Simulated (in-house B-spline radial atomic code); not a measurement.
Configurations of the samarium ion Sm⁺, with energies counted from [Xe] 4f6 6s1. All numbers are computed (scalar-relativistic (X2C) BHandHLYP, spin-polarised, spherical fractional occupations, exact exchange averaged over the configuration; Fermi nucleus of rms radius 5.0819 fm) with an all-electron radial atomic-structure program (B-spline basis), not measured. Shells without spins written out take the highest spin.

Occupations are held fixed; configurations that lie above the ionisation limit could autoionise.

```
                configuration  E - E(ref) (eV)  highest orbital  its <r> (bohr)
                 [Xe] 4f6 7d1           8.2457            7d up           13.59
[Kr] 4d10 4f6 5s2 5p5 5d1 6s1           20.304            6s up            3.79
 [Kr] 4d9 4f6 5s2 5p6 6s1 6d1           134.38            6d up            7.05
```

Task: Order these further configurations by energy, lowest first.
A. [Xe] 4f5 6s1 7p1
B. [Xe] 4f6 6d1
C. [Kr] 4d9 4f6 5s2 5p6 6s1 7s1
D. [Xe] 4f5 6s1 7s1

Result: B (6.48 eV), D (10.442 eV), A (11.569 eV), C (133.72 eV).
